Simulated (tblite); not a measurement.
Compound: CH10AsOSi3 (doublet state).
Bonds: Si1–C2, C2–O3, O3–Si4, Si4–Si5, Si5–As6. Hydrogens: H7, H8, H9 on Si1; H10, H11 on C2; H12, H13 on Si4; H14 on Si5; H15, H16 on As6.

Computed with GFN2-xTB (tblite), gas phase: L-BFGS steps from a force-field or distance-geometry start until the largest atomic force falls under 0.01 eV/Å.

The end geometry, which sets the zero of energy:
```
atom  x, y, z in Å
Si1    -2.2263    0.6826   -0.8573
C2     -1.3605    0.3921    0.8165
O3     -0.0455   -0.0681    0.5887
Si4     0.5192   -1.5894    0.8371
Si5     2.5096   -0.9687   -0.1470
As6     2.3732    1.3577   -0.4353
H7     -2.2910   -0.5936   -1.5726
H8     -3.5721    1.1875   -0.5806
H9     -1.4402    1.6503   -1.6230
H10    -1.2843    1.3232    1.3882
H11    -1.9072   -0.3230    1.4381
H12    -0.3193   -2.5484    0.0921
H13     0.2661   -1.9218    2.2526
H14     3.6502   -1.2496    0.7750
H15     1.5262    1.2247   -1.6651
H16     3.5946    1.4534   -1.3188
```

Problem. These geometries come from the run, each turned onto the end geometry. Order them by energy, lowest first.
A.
```
atom  x, y, z in Å
Si1    -2.6484    0.2936   -0.5425
C2     -1.2921    0.6187    0.7586
O3     -0.0184    0.1293    0.4208
Si4     0.4936   -1.3894    0.1539
Si5     2.7465   -0.8495    0.3899
As6     3.5466    1.2087   -0.4300
H7     -2.8849   -1.1489   -0.6625
H8     -3.8506    0.9802   -0.0681
H9     -2.1872    0.8286   -1.8231
H10    -1.1734    1.6959    0.9137
H11    -1.5741    0.1726    1.7173
H12    -0.0295   -1.8057   -1.1654
H13    -0.1250   -2.3188    1.1206
H14     3.1009   -0.7840    1.8351
H15     2.1866    1.7149   -0.7966
H16     3.7021    0.6630   -1.8332
```
B.
```
atom  x, y, z in Å
Si1    -2.4686    0.0670   -0.4657
C2     -1.4522    0.5508    1.0093
O3     -0.1145    0.5592    0.6510
Si4     0.3679   -0.9702    0.0816
Si5     2.6097   -0.9794    0.3110
As6     3.5638    0.8530   -0.7115
H7     -2.5909   -1.3769   -0.6541
H8     -3.8168    0.6690   -0.2197
H9     -1.9116    0.7011   -1.6762
H10    -1.7206    1.6224    1.2242
H11    -1.6543   -0.0964    1.8985
H12     0.0205   -1.1154   -1.3324
H13    -0.2349   -2.0239    0.9367
H14     3.0216   -1.1452    1.6983
H15     2.7184    2.1571   -0.5379
H16     3.6552    0.5368   -2.2246
```
C.
```
atom  x, y, z in Å
Si1    -2.4338    0.4170   -0.7751
C2     -1.2715    0.5705    0.7299
O3      0.0023    0.0267    0.4699
Si4     0.4670   -1.5407    0.5993
Si5     2.5371   -0.9487   -0.2243
As6     2.6295    1.3961   -0.0971
H7     -2.7348   -0.9957   -1.0132
H8     -3.6615    1.1405   -0.4433
H9     -1.7694    0.9914   -1.9439
H10    -1.1157    1.6239    0.9857
H11    -1.7049    0.0863    1.6112
H12    -0.3731   -2.3930   -0.2619
H13     0.1332   -1.9775    1.9695
H14     3.6147   -1.4914    0.6560
H15     1.8000    1.5725   -1.3340
H16     3.8738    1.5308   -0.9401
```
D.
```
atom  x, y, z in Å
Si1    -2.5006    0.3769   -0.6802
C2     -1.2359    0.6061    0.7314
O3      0.0258    0.0509    0.4301
Si4     0.4534   -1.5316    0.4653
Si5     2.6082   -0.9483   -0.1142
As6     2.6005    1.4009   -0.1827
H7     -2.8289   -1.0407   -0.8514
H8     -3.6927    1.1361   -0.3092
H9     -1.9001    0.8980   -1.9059
H10    -1.0613    1.6713    0.9187
H11    -1.6083    0.1722    1.6660
H12    -0.3418   -2.2784   -0.5271
H13     0.0313   -2.0763    1.7664
H14     3.5430   -1.3771    0.9689
H15     1.9535    1.4086   -1.5349
H16     3.9466    1.5403   -0.8525
```
E.
```
atom  x, y, z in Å
Si1    -2.4750    0.3745   -0.6392
C2     -1.1652    0.6365    0.7204
O3      0.0687    0.0190    0.4438
Si4     0.4375   -1.5782    0.4254
Si5     2.6310   -0.9523    0.0111
As6     2.6038    1.3848   -0.2170
H7     -2.7789   -1.0510   -0.7813
H8     -3.6659    1.0904   -0.1762
H9     -1.9750    0.9182   -1.9010
H10    -0.9514    1.7044    0.8408
H11    -1.5389    0.2766    1.6863
H12    -0.2148   -2.2228   -0.7329
H13    -0.2214   -2.1815    1.6002
H14     3.5011   -1.2129    1.2088
H15     1.8421    1.3048   -1.5069
H16     3.8951    1.4984   -0.9939
```

Solution. C (0.011 eV), D (0.025 eV), E (0.049 eV), A (0.213 eV), B (1.500 eV).

In the order of the answer:

```
step  E above end (eV)  largest force (eV/Å)  rms force component (eV/Å)  rms distance from end (Å)  rms bond change (Å)  bond most changed (Å)
 173             0.011                  0.02                       0.005                      0.445                0.001           C2–O3 -0.002
 120             0.025                  0.06                       0.021                      0.544                0.002         Si4–H13 -0.004
  98             0.049                  0.15                       0.039                      0.613                0.004         Si4–Si5 +0.013
  52             0.213                  0.16                       0.053                      0.954                0.008         Si4–Si5 +0.023
   0             1.500                  2.44                       0.703                      1.131                0.038         As6–H15 +0.065
```

What follows is the cost of the whole relaxation. On an Arm Neoverse V1 with one thread, shared host with 32 logical CPUs at a one-minute load of 24, this took 2.1 s.
